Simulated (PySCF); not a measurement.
**Interval between two levels of As²⁺ by level of theory**

As²⁺ [Ar] 3d10 4s2 4p1 [2P3/2, M_J = 3/2] → As²⁺ [Ar] 3d10 4s1 4p1 5s1 [4P5/2, M_J = 5/2], as a difference of total energies. Calculation: PySCF 2.14, in x2c-SVPall-2c with one added diffuse shell each of s, p, d type (6s7p4d, 47 functions); the two-component X2C-1e Hamiltonian. Correlated levels: [Ne] frozen. "Screened" scales the spin-orbit matrix elements by Boettger's factors to mimic the two-electron term; Breit and QED terms are absent.

| method | interval between two levels (cm⁻¹) |
| --- | --- |
| GHF (spin-free) | 167330 |
| GMP2 (spin-free) | 174740 |
| GHF (screened spin-orbit) | 167510 |
| GMP2 (screened spin-orbit) | 174920 |

The labels give the starting determinants; with spin-orbit coupling the two ends relaxed to ⟨J²⟩ = 3.76, ⟨L²⟩ = 2.01, ⟨S²⟩ = 0.75 and ⟨J²⟩ = 9.26, ⟨L²⟩ = 2.52, ⟨S²⟩ = 3.75.

The promoted electron is Rydberg-like, and one or two diffuse shells describe it only roughly, which tends to raise the upper state.

The determinant of the upper state mixes levels of different J (the jj label is only the starting occupation), so the difference between spin-free and spin-orbit rows is not the physical spin-orbit shift.
